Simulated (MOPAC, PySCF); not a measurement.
H₄S₂Si, SMILES `S[SiH2]S` (H–S–Si–S torsion 56°, S–Si–S–H torsion 56°), neutral singlet in the gas phase. 

Z-matrix (Å, degrees):
```
Si
H 1 1.4819
H 1 1.4819 2 110.90
S 1 2.1312 2 103.49 3 121.04
H 4 1.3441 1 94.42 2 178.77
S 1 2.1312 2 112.66 3 -115.47
H 6 1.3440 1 94.42 2 -61.42
```
Charge 0, multiplicity 1.

All levels are single points at this geometry (PBE0-D3(BJ)/def2-TZVP); Pople sets use spherical d functions. Orbital energies aren't observables, and empty levels follow the basis.

B3LYP/6-311+G** in PySCF gives dipole (D) = 0.03.

Task: Estimate the dipole (D) from each of these levels: PBE-D3(BJ)/def2-TZVP in PySCF; PBE0-D3(BJ)/def2-TZVP in PySCF; B3LYP/3-21G in PySCF; B3LYP/LANL2DZ in PySCF; BP86/6-31G* in PySCF; PBE/6-31G* in PySCF; SVWN5/6-31G* in PySCF; HF/3-21G in PySCF; AM1 in MOPAC; PM3 in MOPAC; PM6 in MOPAC; PM7 in MOPAC.

Result: 
| level | dipole (D) |
|---|---|
| PBE-D3(BJ)/def2-TZVP in PySCF | 0.28 |
| PBE0-D3(BJ)/def2-TZVP in PySCF | 0.23 |
| B3LYP/3-21G in PySCF | 0.17 |
| B3LYP/LANL2DZ in PySCF | 0.13 |
| BP86/6-31G* in PySCF | 0.15 |
| PBE/6-31G* in PySCF | 0.17 |
| SVWN5/6-31G* in PySCF | 0.19 |
| HF/3-21G in PySCF | 0.48 |
| AM1 in MOPAC | 0.01 |
| PM3 in MOPAC | 0.22 |
| PM6 in MOPAC | 0.22 |
| PM7 in MOPAC | 0.10 |
